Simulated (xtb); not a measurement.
C₂H₄N₃ (SMILES c1n[nH]c[nH+]1), charge +1, singlet, from a rough starting geometry; GFN2-xTB run with xtb 6.7.1.

Here is a job for xtb.
```
$ xtb mol.xyz --gfn 2 --chrg 1 --opt vtight --json

# file mol.xyz
9

C     -0.59019402    -1.02247257    -0.15512747
N      0.68810119    -1.17155714    -0.22748405
N      1.20725109     0.01777946    -0.06036882
C      0.23528680     0.92977554     0.13976613
N     -0.89992560     0.31416131     0.05653018
H     -1.33842366    -1.83547693    -0.16045027
H      2.19567602     0.07959640    -0.03467665
H      0.38023027     1.98617011     0.22315386
H     -1.81091857     0.71488803     0.13312485
```

What the program printed (banner, timings and long lists left out):

```
   ID    Z sym.   atoms
    1    6 C      1, 4
    2    7 N      2, 3, 5
    3    1 H      6-9

           -------------------------------------------------
          |                Calculation Setup                |
           -------------------------------------------------

           -------------------------------------------------
          |                 G F N 2 - x T B                 |
           -------------------------------------------------

          ...................................................
          :                      SETUP                      :
          :.................................................:
          :  # basis functions                  24          :
          :  # atomic orbitals                  24          :
          :  # shells                           14          :
          :  # electrons                        26          :
          :  max. iterations                   250          :
          :  Hamiltonian                  GFN2-xTB          :
          :  restarted?                      false          :
          :  GBSA solvation                  false          :
          :  PC potential                    false          :
          :  electronic temp.          300.0000000     K    :
          :  accuracy                    1.0000000          :
          :  -> integral cutoff          0.2500000E+02      :
          :  -> integral neglect         0.1000000E-07      :
          :  -> SCF convergence          0.1000000E-05 Eh   :
          :  -> wf. convergence          0.1000000E-03 e    :
          :  Broyden damping             0.4000000          :
          :  net charge                          1          :
          :  unpaired electrons                  0          :
          ...................................................

 iter      E             dE          RMSdq      gap      omega  full diag
   1    -14.7202083 -0.147202E+02  0.508E+00    5.38       0.0  T
   2    -14.8252844 -0.105076E+00  0.362E+00    4.87       1.0  T
   3    -14.8447392 -0.194547E-01  0.201E+00    4.55       1.0  T
   4    -14.8442811  0.458085E-03  0.597E-01    4.57       1.0  T
   5    -14.8452484 -0.967339E-03  0.118E-01    4.43       1.0  T
   6    -14.8452604 -0.119419E-04  0.470E-02    4.40       1.0  T
   7    -14.8452663 -0.592967E-05  0.198E-02    4.41       1.7  T
   8    -14.8452677 -0.140724E-05  0.586E-03    4.41       5.7  T
   9    -14.8452678 -0.605626E-07  0.147E-03    4.41      22.7  T
  10    -14.8452678 -0.417970E-08  0.807E-04    4.41      41.3  T
  11    -14.8452678 -0.273410E-08  0.919E-05    4.41     362.7  T

   *** convergence criteria satisfied after 11 iterations ***

         :::::::::::::::::::::::::::::::::::::::::::::::::::::
         ::                     SUMMARY                     ::
         :::::::::::::::::::::::::::::::::::::::::::::::::::::
         :: total energy             -14.637261080742 Eh    ::
         :: gradient norm              0.079251626198 Eh/a0 ::
         :: HOMO-LUMO gap              4.410606681951 eV    ::
         ::.................................................::
         :: SCC energy               -14.845266814151 Eh    ::
         :: -> isotropic ES            0.115342017905 Eh    ::
         :: -> anisotropic ES         -0.006505695645 Eh    ::
         :: -> anisotropic XC          0.017258020554 Eh    ::
         :: -> dispersion             -0.003955473702 Eh    ::
         :: repulsion energy           0.208005733409 Eh    ::
         :: add. restraining           0.000000000000 Eh    ::
         :: total charge               1.000000000000 e     ::
         :::::::::::::::::::::::::::::::::::::::::::::::::::::

      -----------------------------------------------------------
     |                   =====================                   |
     |                        A N C O P T                        |
     |                   =====================                   |
[...]
 * total energy  :   -14.6372611 Eh     change       -0.1717737E-10 Eh
 * total energy  :   -14.6413790 Eh     change       -0.4117877E-02 Eh
 * total energy  :   -14.6420488 Eh     change       -0.6698705E-03 Eh
 * total energy  :   -14.6421332 Eh     change       -0.8439173E-04 Eh
 * total energy  :   -14.6421698 Eh     change       -0.3656708E-04 Eh
 * total energy  :   -14.6421761 Eh     change       -0.6273498E-05 Eh
 * total energy  :   -14.6421784 Eh     change       -0.2290236E-05 Eh
 * total energy  :   -14.6421788 Eh     change       -0.4548198E-06 Eh
 * total energy  :   -14.6421789 Eh     change       -0.6669307E-07 Eh
   *** GEOMETRY OPTIMIZATION CONVERGED AFTER 9 ITERATIONS ***
         :: total energy             -14.642178872848 Eh    ::
[...]
         9        2.0000           -0.7469295             -20.3250
        10        2.0000           -0.7196824             -19.5836
        11        2.0000           -0.7190043             -19.5651
        12        2.0000           -0.6706584             -18.2495
        13        2.0000           -0.6330331             -17.2257 (HOMO)
        14                         -0.4751902             -12.9306 (LUMO)
        15                         -0.4435347             -12.0692
        16                         -0.2297680              -6.2523
        17                         -0.1757824              -4.7833
        18                         -0.1137419              -3.0951
        19                         -0.0731073              -1.9894
        20                         -0.0201178              -0.5474
        21                          0.0016703               0.0455
        22                          0.1519323               4.1343
        23                          0.2662842               7.2460
        24                          0.3377828               9.1915
      -------------------------------------------------------------
                  HL-Gap            0.1578428 Eh            4.2951 eV
             Fermi-level           -0.5541117 Eh          -15.0781 eV

     #   Z          covCN         q      C6AA      α(0)
     1   6 C        3.129     0.102    25.562     8.278
     2   7 N        2.033    -0.086    23.594     7.205
     3   7 N        3.034     0.090    19.674     6.588
     4   6 C        3.026     0.085    26.084     8.377
     5   7 N        2.827    -0.002    21.300     6.855
     6   1 H        0.926     0.150     1.388     1.842
     7   1 H        0.860     0.257     0.856     1.449
     8   1 H        0.926     0.155     1.359     1.823
     9   1 H        0.860     0.249     0.887     1.475

 Mol. C6AA /au·bohr⁶  :        797.823706
 Mol. C8AA /au·bohr⁸  :      18078.616082
 Mol. α(0) /au        :         43.892890

Wiberg/Mayer (AO) data.
largest (>0.10) Wiberg bond orders for each atom

 ---------------------------------------------------------------------------
     #   Z sym  total        # sym  WBO       # sym  WBO       # sym  WBO
 ---------------------------------------------------------------------------
     1   6 C    3.938 --     2 N    1.620     5 N    1.243     6 H    0.947
     2   7 N    3.042 --     1 C    1.620     3 N    1.226     4 C    0.113
     3   7 N    3.716 --     4 C    1.435     2 N    1.226     7 H    0.906
     4   6 C    3.943 --     3 N    1.435     5 N    1.378     8 H    0.943
                             2 N    0.113
     5   7 N    3.684 --     4 C    1.378     1 C    1.243     9 H    0.912
     6   1 H    0.977 --     1 C    0.947
     7   1 H    0.934 --     3 N    0.906
     8   1 H    0.976 --     4 C    0.943
     9   1 H    0.938 --     5 N    0.912
 ---------------------------------------------------------------------------

Topologies differ in total number of bonds
Writing topology from bond orders to xtbtopo.mol

molecular dipole:
                 x           y           z       tot (Debye)
 q only:       -0.022       0.605       0.062
   full:       -0.254       1.033       0.125       2.722
molecular quadrupole (traceless):
                xx          xy          yy          xz          yz          zz
 q only:        6.637       2.138       0.103      -0.140       0.824      -6.740
  q+dip:        8.949       3.270      -1.263      -0.088       0.721      -7.686
   full:        8.024       3.380      -1.743       0.001       0.467      -6.281

optimized geometry written to: xtbopt.xyz

           -------------------------------------------------
          | TOTAL ENERGY              -14.642178872848 Eh   |
          | GRADIENT NORM               0.000072757055 Eh/α |
          | HOMO-LUMO GAP               4.295122520503 eV   |
           -------------------------------------------------
```
